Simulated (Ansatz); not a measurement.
Ansatz (a quantum-chemistry and plane-wave program) input (r2SCAN/def2-TZVP):

Ansatz 0.2 input:
```yaml
crystal:
  periodic: [false, false, false]
  atoms:
    - {symbol: Cu, position_ang: [-0.00049094, -0.00171046, -0.00106269]}
    - {symbol: O, position_ang: [1.36943429, 0.17075012, -1.08278617]}
    - {symbol: H, position_ang: [1.94534868, 0.92954787, -0.93379313]}
    - {symbol: O, position_ang: [-1.41201383, -0.31909867, 0.99061837]}
    - {symbol: H, position_ang: [-1.59047506, 0.30684382, 1.70195367]}
basis:
  gaussian:
    orbitals: def2-TZVP
hamiltonian:
  xc: {name: r2SCAN}
magnetization: {spin_polarized: true, initial_magnetization: 1}
relax: {f_tol: 0.003, max_steps: 100}
```

Output:

```
Functional definition: r2SCAN
integrals: 0.04 GiB planned
843 factors; their error is unknown
mean field: 0.44 GiB planned
mean field evaluation 1: about -48754.1630 eV, gradient 6.2e1 eV
mean field evaluation 2: about -48669.6699 eV, gradient 1.6e2 eV
mean field evaluation 4: about -48766.0231 eV, gradient 1.7e1 eV
mean field evaluation 8: about -48767.2681 eV, gradient 2.8e0 eV
mean field evaluation 16: about -48767.2595 eV, gradient 6.1e-4 eV
mean field evaluation 32: about -48766.0771 eV, gradient 9.0e0 eV
mean field evaluation 64: about -48766.3615 eV, gradient 1.1e0 eV
mean field evaluation 96: about -48767.0422 eV, gradient 1.7e0 eV
mean field -48767.25950707 eV, -1792.1637312492 hartree, gradient 3.6e-5 eV, S^2 0.755869; 12 other end points of the search recorded, 0 dependent functions left out
the calculation of the forces begins
reference -48767.25952093 eV, -1792.1637317585 hartree; 24, 23 occupied and 95, 96 virtual orbitals, 843 factors
relax step   1: F+E_penalty+E_count = -48767.25950707 eV  Δ(F+E_penalty+E_count) = +0.000e0 eV  max|allowed force component| = 2.126e-1 eV/Å  Δτ_max = 0.0000 Å  (348 SCF iters, accepted)
these checks for a lower state are left out or cut short: starts, cluster_reference, orbital_swaps, neighbouring_geometries, increment
integrals: 0.04 GiB planned
843 factors; their error is unknown
mean field: 0.43 GiB planned
mean field -48767.26242097 eV, -1792.1638383331 hartree, gradient 8.7e-6 eV, S^2 0.755856; 0 other end points of the search recorded, 0 dependent functions left out
the calculation of the forces begins
reference -48767.26243482 eV, -1792.1638388421 hartree; 24, 23 occupied and 95, 96 virtual orbitals, 843 factors
relax step   2: F+E_penalty+E_count = -48767.26242097 eV  Δ(F+E_penalty+E_count) = -2.914e-3 eV  max|allowed force component| = 1.084e-1 eV/Å  Δτ_max = 0.0095 Å  (40 SCF iters, accepted)
these checks for a lower state are left out or cut short: starts, cluster_reference, orbital_swaps, neighbouring_geometries, increment
integrals: 0.04 GiB planned
843 factors; their error is unknown
mean field: 0.44 GiB planned
mean field -48767.26393734 eV, -1792.1638940584 hartree, gradient 8.6e-6 eV, S^2 0.755840; 0 other end points of the search recorded, 0 dependent functions left out
the calculation of the forces begins
reference -48767.26395116 eV, -1792.1638945665 hartree; 24, 23 occupied and 95, 96 virtual orbitals, 843 factors
relax step   3: F+E_penalty+E_count = -48767.26393734 eV  Δ(F+E_penalty+E_count) = -1.516e-3 eV  max|allowed force component| = 2.208e-2 eV/Å  Δτ_max = 0.0167 Å  (40 SCF iters, accepted)
these checks for a lower state are left out or cut short: starts, cluster_reference, orbital_swaps, neighbouring_geometries, increment
integrals: 0.04 GiB planned
843 factors; their error is unknown
mean field: 0.43 GiB planned
mean field evaluation 128: about -48767.2640 eV, gradient 8.5e-6 eV
mean field -48767.26400294 eV, -1792.1638964692 hartree, gradient 8.5e-6 eV, S^2 0.755841; 0 other end points of the search recorded, 0 dependent functions left out
the calculation of the forces begins
reference -48767.26401676 eV, -1792.1638969771 hartree; 24, 23 occupied and 95, 96 virtual orbitals, 843 factors
relax step   4: F+E_penalty+E_count = -48767.26400294 eV  Δ(F+E_penalty+E_count) = -6.560e-5 eV  max|allowed force component| = 1.733e-2 eV/Å  Δτ_max = 0.0034 Å  (42 SCF iters, accepted)
these checks for a lower state are left out or cut short: starts, cluster_reference, orbital_swaps, neighbouring_geometries, increment
integrals: 0.04 GiB planned
843 factors; their error is unknown
mean field: 0.44 GiB planned
mean field -48767.26404351 eV, -1792.1638979603 hartree, gradient 8.5e-6 eV, S^2 0.755849; 0 other end points of the search recorded, 0 dependent functions left out
the calculation of the forces begins
reference -48767.26405732 eV, -1792.1638984678 hartree; 24, 23 occupied and 95, 96 virtual orbitals, 843 factors
relax step   5: F+E_penalty+E_count = -48767.26404351 eV  Δ(F+E_penalty+E_count) = -4.057e-5 eV  max|allowed force component| = 6.781e-3 eV/Å  Δτ_max = 0.0041 Å  (40 SCF iters, accepted)
these checks for a lower state are left out or cut short: starts, cluster_reference, orbital_swaps, neighbouring_geometries, increment
integrals: 0.04 GiB planned
843 factors; their error is unknown
mean field: 0.44 GiB planned
mean field -48767.26404991 eV, -1792.1638981954 hartree, gradient 9.5e-6 eV, S^2 0.755847; 0 other end points of the search recorded, 0 dependent functions left out
the calculation of the forces begins
reference -48767.26406372 eV, -1792.1638987029 hartree; 24, 23 occupied and 95, 96 virtual orbitals, 843 factors
relax step   6: F+E_penalty+E_count = -48767.26404991 eV  Δ(F+E_penalty+E_count) = -6.399e-6 eV  max|allowed force component| = 2.188e-3 eV/Å  Δτ_max = 0.0016 Å  (30 SCF iters, accepted)
integrals: 0.04 GiB planned
843 factors; their error is unknown
mean field: 0.44 GiB planned
mean field evaluation 160: about -48767.2641 eV, gradient 9.0e-3 eV
mean field evaluation 192: about -48766.5994 eV, gradient 1.5e-5 eV
mean field evaluation 224: about -48765.5166 eV, gradient 1.3e0 eV
mean field -48767.26404991 eV, -1792.1638981954 hartree, gradient 9.1e-6 eV, S^2 0.755847; 12 other end points of the search recorded, 0 dependent functions left out
the calculation of the forces begins
reference -48767.26406372 eV, -1792.1638987029 hartree; 24, 23 occupied and 95, 96 virtual orbitals, 843 factors
Total energy: -48767.26406372 eV, -1792.1638987029 hartree
Atom 0 at    -0.001633    -0.005688    -0.003534 Å, force     0.000408     0.001422     0.000883 eV/Å
Atom 1 at     1.359644     0.164419    -1.079542 Å, force     0.001741     0.001512    -0.000237 eV/Å
Atom 2 at     1.921007     0.931757    -0.909933 Å, force    -0.001744    -0.002188    -0.000354 eV/Å
Atom 3 at    -1.405010    -0.322473     0.981344 Å, force    -0.001012     0.001027     0.001815 eV/Å
Atom 4 at    -1.562206     0.318318     1.686595 Å, force     0.000607    -0.001774    -0.002107 eV/Å
Dipole moment:     0.132454     0.461473     0.286710 e Å
```

The spin state was set by rule; other spins were not relaxed.
